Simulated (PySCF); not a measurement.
SbCl⁺: one state, many levels of theory

State: ²Π (doublet), unpaired electrons π ↑. Set-up: basis Sb def2-TZVPPD with ECP28, Cl def2-TZVPPD; scalar-relativistic core potentials; PySCF 2.14. De refers to Sb⁺ + Cl in their high-spin ground configurations, without counterpoise correction. The functionals are run spin-unrestricted. A positive dipole points towards Cl; it is taken about the centre of mass and depends on that origin.

```json
{"Level": "UHF", "Re (Å)": "2.232", "ωe (cm⁻¹)": "467", "De (eV)": "2.01", "μ (D)": "-2.12"}
{"Level": "UHF-MP2", "Re (Å)": "2.228", "ωe (cm⁻¹)": "465", "De (eV)": "3.50", "μ (D)": "n/a"}
{"Level": "UHF-SCS-MP2", "Re (Å)": "2.235", "ωe (cm⁻¹)": "459", "De (eV)": "3.35", "μ (D)": "n/a"}
{"Level": "UHF-CCSD", "Re (Å)": "2.234", "ωe (cm⁻¹)": "459", "De (eV)": "3.20", "μ (D)": "n/a"}
{"Level": "UHF-CCSD(T)", "Re (Å)": "2.242", "ωe (cm⁻¹)": "450", "De (eV)": "3.40", "μ (D)": "n/a"}
{"Level": "PBE", "Re (Å)": "2.261", "ωe (cm⁻¹)": "429", "De (eV)": "3.95", "μ (D)": "-1.38"}
{"Level": "revPBE", "Re (Å)": "2.269", "ωe (cm⁻¹)": "423", "De (eV)": "3.71", "μ (D)": "-1.45"}
{"Level": "r²SCAN", "Re (Å)": "2.243", "ωe (cm⁻¹)": "446", "De (eV)": "3.80", "μ (D)": "-1.42"}
{"Level": "TPSSh", "Re (Å)": "2.246", "ωe (cm⁻¹)": "443", "De (eV)": "3.72", "μ (D)": "-1.50"}
{"Level": "r²SCANh", "Re (Å)": "2.236", "ωe (cm⁻¹)": "453", "De (eV)": "3.70", "μ (D)": "-1.49"}
{"Level": "PBE0", "Re (Å)": "2.235", "ωe (cm⁻¹)": "454", "De (eV)": "3.66", "μ (D)": "-1.57"}
{"Level": "M06", "Re (Å)": "2.246", "ωe (cm⁻¹)": "452", "De (eV)": "4.06", "μ (D)": "-1.62"}
{"Level": "HSE06", "Re (Å)": "2.238", "ωe (cm⁻¹)": "451", "De (eV)": "3.70", "μ (D)": "-1.55"}
{"Level": "B2PLYP", "Re (Å)": "2.247", "ωe (cm⁻¹)": "445", "De (eV)": "3.55", "μ (D)": "-1.91"}
```

**Question.** Which functional lies closest to UHF-CCSD(T) in De, which farthest, and by how much do they differ from it?

**Answer.** Closest is B2PLYP (+0.5 pm in Re, -1.1 % in ωe, +0.15 eV in De against UHF-CCSD(T) in the same basis), farthest M06 (+0.4 pm in Re, +0.4 % in ωe, +0.66 eV in De). CCSD(T) converges more slowly with the basis than the functionals do and binds too weakly in this one, so the order can change at the basis-set limit.

**Question.** What does the step from GGA to meta-GGA do here, going from PBE to r²SCAN?

**Answer.** r²SCAN less PBE: -1.8 pm in Re, +4.0 % in ωe, -0.15 eV in De. 

**Question.** What does second-order correlation do here, going from UHF to UHF-MP2?

**Answer.** UHF-MP2 less UHF: -0.4 pm in Re, -0.4 % in ωe, +1.49 eV in De. Correlation nearly always deepens the well. The bond shortens, as in weak, metallic or heavy-atom bonds, where dispersion and the correlation of outer-core electrons pull the atoms together.

Correlated steps freeze 9 core orbitals. Spin–orbit coupling is left out, which matters for elements this heavy, above all for dissociation energies. For an ion De counts to the pair picked by the measured ionisation energies or electron affinities, which need not be the lowest pair at this level. B2PLYP dipoles, levels and charges come from its SCF part alone. The state was picked by a PBE0 search and need not be the measured ground state.

The whole job (state search and all levels along the bond) took about 22 min on 2 threads of Intel Xeon Platinum 8488C (shared host), peak memory 4.9 GiB.
